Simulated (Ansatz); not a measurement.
Reaction (cleavage of the B–Si bond): `B[SiH](C)OC` + `CCCO` → `BOCCC` + `CO[SiH2]C`

Isolated molecules relaxed with PBE0-D4/def2-TZVP in Ansatz; ΔE leaves out vibrations. CCSD(T)/CBS adds triple-zeta CCSD(T) − MP2 to the extrapolated MP2 energy (def2 sets, frozen cores). One conformer a species, not always the lowest.

| species | HF/def2-QZVPP energy (Eh) |
| --- | --- |
| `B[SiH](C)OC` | -469.56625 |
| `CCCO` | -193.20697 |
| `BOCCC` | -218.51991 |
| `CO[SiH2]C` | -444.32453 |

Work out ΔE.

ΔE = (-218.51991) + (-444.32453) − (-469.56625) − (-193.20697) = -0.07122 Eh = -187.0 kJ/mol. CCSD(T)/CBS gives -179.8 kJ/mol.

Largest T1 diagnostic among the species: 0.012.
